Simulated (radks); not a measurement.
Fractional charge and spin in the 6s shell of tungsten: the spin-up occupation runs from 0 to 1 and the spin-down occupation from 0 to 1; the fullest corner is W, [Xe] 4f14 5d(up 2, down 2) 6s(up 1, down 1). All-electron calculation, scalar-relativistic Kohn-Sham, PBE, spin-polarised, spherical densities, finite nucleus; Fermi nuclear charge, rms radius of each element as measured or else 0.836 A^(1/3) + 0.57 fm. Program: a radial shooting solver on a logarithmic mesh with Libxc functionals. Energy (eV) minus the two flat planes that join the four corners (they meet along the diagonal where the two added fractions sum to one electron); zero is where a piecewise linear energy would lie.

down \ up,0,0.5,1
0,0.000,-0.840,0.000
0.5,-0.840,0.205,-0.753
1,0.000,-0.753,0.000

Corners above the fullest one (they belong to W+ and the next ion): (up 1, down 0) 8.675 eV, (up 0, down 1) 8.675 eV, (up 0, down 0) 24.556 eV. With half an added electron in each spin the energy lies 0.205 eV from the planes, and with half an added electron in spin up alone -0.840 eV. The planes are only a guide here: the flat-plane condition holds for ground states with one frontier orbital, while this shell lies below other occupied shells, so the corners above the fullest one are inner-hole states and not the ground states of those ions.
